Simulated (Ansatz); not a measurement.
CH$_{5}$GaO$_{2}$, SMILES `O[CH](O)[GaH2]`, 9 atoms. The species carries charge 0 and has multiplicity 1. Correlated methods include outer-core shells of Ga, which these sets cover unevenly. Scalar relativity is left out up to krypton. All runs use 4 threads of an Arm Neoverse V2 on a shared host. Correlated methods freeze the cores.

Q: Give the basis size and wall time and peak host memory of each of these runs in Ansatz. RKS PBE0-D4/def2-QZVPP energy; RHF-CCSD(T)/def2-TZVPP energy; RKS B3LYP-D4/def2-TZVPP energy and forces; direct RPA on PBE orbitals/def2-TZVPP energy; RKS PBE0-D4/def2-TZVP relaxation (15 steps); RHF-CCSD(T)/def2-SVP energy; RKS ωB97M-V/def2-TZVPP energy and forces; RKS revPBE-D4/def2-TZVPP energy; RKS PBE0-D4/def2-TZVP frequencies; RKS ωB97M-V/def2-SVP energy; RHF-MP2/def2-QZVPP energy; RKS ωB97M-V/def2-QZVPP energy. (Estimate.)

A: Computed: Other jobs shared the machine, so times are rough.

| level | job | functions | wall time | peak host memory (GiB) |
| --- | --- | --- | --- | --- |
| RKS revPBE-D4/def2-TZVPP | energy | 211 | 1.5 s | 0.25 |
| RKS B3LYP-D4/def2-TZVPP | energy and forces | 211 | 3 s | 0.53 |
| direct RPA on PBE orbitals/def2-TZVPP | energy | 211 | 3.7 s | 0.49 |
| RKS ωB97M-V/def2-SVP | energy | 99 | 3.9 s | 0.29 |
| RHF-CCSD(T)/def2-SVP | energy | 99 | 4.3 s | 0.43 |
| RKS PBE0-D4/def2-QZVPP | energy | 410 | 6 s | 1.3 |
| RKS ωB97M-V/def2-TZVPP | energy and forces | 211 | 8.5 s | 0.68 |
| RKS ωB97M-V/def2-QZVPP | energy | 410 | 14 s | 1.6 |
| RHF-MP2/def2-QZVPP | energy | 410 | 15 s | 2.1 |
| RKS PBE0-D4/def2-TZVP | relaxation (15 steps) | 171 | 35 s | 0.42 |
| RKS PBE0-D4/def2-TZVP | frequencies | 171 | 85 s | 0.4 |
| RHF-CCSD(T)/def2-TZVPP | energy | 211 | 88 s | 3.1 |

B3LYP here is the variant with VWN-RPA as its local correlation; programs differ in this.
